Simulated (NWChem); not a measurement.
Program: NWChem. System: H$_{4}$O$_{4}$Si, charge 0, spin multiplicity 1, at a geometry optimised with PBE0/def2-SVP. The structure started from a generated list of species. Level: G0W0@PBE0/def2-TZVP, RI basis def2-tzvp-rifit.

The NWChem input:

```
start mol
memory heap 200 mb stack 700 mb global 1700 mb
geometry units angstroms nocenter noautoz
  O      0.904943     1.067309     0.870972
  Si     0.000000     0.000000    -0.000000
  O     -1.067311     0.904954    -0.870963
  O      1.067311    -0.904954    -0.870963
  O     -0.904943    -1.067309     0.870972
  H      0.439916     1.858940     1.156914
  H     -1.858909     0.439902    -1.156984
  H      1.858909    -0.439902    -1.156984
  H     -0.439916    -1.858940     1.156914
  symmetry group C2
end
basis spherical
  * library def2-tzvp
end
basis "ri basis" bse spherical
  * library def2-tzvp-rifit
end
dft
  xc pbe0
  iterations 100
  direct
  tolerances tight
end
task dft energy
gw
  method cdgw
  states alpha occ 4 vir 2
end
task dft gw
```

Output (cleaned and shortened):

```
             Northwest Computational Chemistry Package (NWChem) 7.3.0
             --------------------------------------------------------

                                NWChem Input Module
                                -------------------

 Scaling coordinates for geometry "geometry" by  1.889725989
 (inverse scale =  0.529177249)

 Turning off AUTOSYM since
 SYMMETRY directive was detected!

                             Geometry "geometry" -> ""
                             -------------------------

 Output coordinates in angstroms (scale by  1.889725989 to convert to a.u.)

  No.       Tag          Charge          X              Y              Z
 ---- ---------------- ---------- -------------- -------------- --------------
    1 O                    8.0000     0.90494300     1.06730900     0.87097200
    2 Si                  14.0000     0.00000000     0.00000000     0.00000000
    3 O                    8.0000    -1.06731100     0.90495400    -0.87096300
    4 O                    8.0000     1.06731100    -0.90495400    -0.87096300
    5 O                    8.0000    -0.90494300    -1.06730900     0.87097200
    6 H                    1.0000     0.43991600     1.85894000     1.15691400
    7 H                    1.0000    -1.85890900     0.43990200    -1.15698400
    8 H                    1.0000     1.85890900    -0.43990200    -1.15698400
    9 H                    1.0000    -0.43991600    -1.85894000     1.15691400

 Effective nuclear repulsion energy (a.u.)     267.5385229097

            Nuclear Dipole moment (a.u.)
            ----------------------------
        X                 Y               Z
 ---------------- ---------------- ----------------
    -0.0000000000     0.0000000000     0.0000075589

      Symmetry information
      --------------------

 Group name             C2
 Group number              4
 Group order               2
 No. of unique centers     5

      Symmetry unique atoms

     1    2    3    6    7


 Summary of "ao basis" -> "" (spherical)
 ------------------------------------------------------------------------------
       Tag                 Description            Shells   Functions and Types
[...]
           0.001262467388         442.539414901331          -0.000000000000
           0.000000000000          -0.000000000000         499.906532743534

     Multipole analysis of the density
     ---------------------------------

     L   x y z        total         alpha         beta         nuclear
     -   - - -        -----         -----         ----         -------
     0   0 0 0     -0.000000    -25.000000    -25.000000     50.000000

     1   1 0 0     -0.000000     -0.000000     -0.000000     -0.000000
     1   0 1 0      0.000000      0.000000      0.000000      0.000000
     1   0 0 1     -0.000106     -0.000057     -0.000057      0.000008

     2   2 0 0    -24.320724    -81.130704    -81.130704    137.940684
     2   1 1 0      0.000164      0.000327      0.000327     -0.000491
     2   1 0 1      0.000000      0.000000      0.000000      0.000000
     2   0 2 0    -24.320425    -81.131369    -81.131369    137.942313
     2   0 1 1     -0.000000     -0.000000     -0.000000      0.000000
     2   0 0 2    -25.583165    -65.694801    -65.694801    105.806437

 Task  times  cpu:       24.6s     wall:       24.6s

                                NWChem Input Module
                                -------------------

                                 NWChem GW Module
                                 ----------------

                             ***********************
                             ***        GW       ***
                             ***********************

 Summary of "ri basis" -> "ri basis" (spherical)
 ------------------------------------------------------------------------------
       Tag                 Description            Shells   Functions and Types
 ---------------- ------------------------------  ------  ---------------------
 O                      def2-tzvp-rifit             22       76   8s6p4d3f1g
 Si                     def2-tzvp-rifit             29      113   9s7p6d5f2g
 H                      def2-tzvp-rifit              7       15   4s2p1d

                 Memory Information
                 ------------------
          Available GA per process is          1699.7 MBs
          Available stack per process is        700.0 MBs
          Available heap per process is           0.0 MBs

          Peak memory in Initialization
              Peak GA per process is                 20.2 MBs
              Peak stack per process is               0.4 MBs
              Peak heap per process is               20.9 MBs
              Memory not in MA per process            0.0 MBs

          Peak memory in CDGW Calculation
              Peak GA per process is                 23.9 MBs
              Peak stack per process is               3.5 MBs
              Peak heap per process is                4.0 MBs
              Memory not in MA per process            0.0 MBs

          Computing 2-center integrals
          Computing Inverse Cholesky factor
          Computing 3-center integrals
          Computing Vxc

          Computing Sigma_x
          Computing W(iw) on the imaginary grid
          Solving quasiparticle equations

                  Alpha Orbitals
          State     Energy (eV)     Error (eV)
          -----------------------------------
@GW        22        -12.582           0.001
@GW        23        -12.427           0.002
@GW        24        -11.631           0.002
@GW        25        -11.630           0.002
@GW        26          2.340           0.005
@GW        27          3.680           0.004

     GW Timing Statistics
   ------------------------
   Init.   :          0.1s
     ERIs  :          3.5s
     Distr.:          0.1s
     Vxc   :          3.7s
   Vmo     :          0.0s
   iW      :          6.5s
   I_n     :          0.0s
   R_n     :          0.7s
   GW total:         14.5s

 Task  times  cpu:       14.5s     wall:       14.5s

 Total times  cpu:       39.2s     wall:       39.2s
```
